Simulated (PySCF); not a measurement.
C3H2F3, SMILES F/C=C/[C](F)F, multiplicity 2. Geometry optimised at r2SCAN-D4/def2-SVP. The isomer is the one that the SMILES or the coordinates give; other isomers of the formula were not compared. One conformer was computed; it need not be the lowest.

Calculation: r2SCAN-D4/def2-SVP (PySCF).

Harmonic wavenumbers (cm⁻¹): 161, 174, 199, 351, 395, 481, 587, 608, 841, 927, 1152, 1177, 1264, 1363, 1501, 1631, 3214, 3226. Rotational constants (GHz): 9.789, 1.776, 1.503; symmetry number 1.

Question: Work out the zero-point energy and the ideal-gas rigid-rotor harmonic-oscillator thermochemistry at 298.15 K and 1 atm.

Answer: ZPE = ½ Σ hcν = ½ × 19253 cm⁻¹ = 27.52 kcal/mol. H − E(el) = 31.91 kcal/mol. Entropy in cal/(mol K): translation 39.57, rotation 26.91, vibration 11.30, spin 1.38, total 79.15. G − E(el) = 8.31 kcal/mol. Cp = 21.89 cal/(mol K).
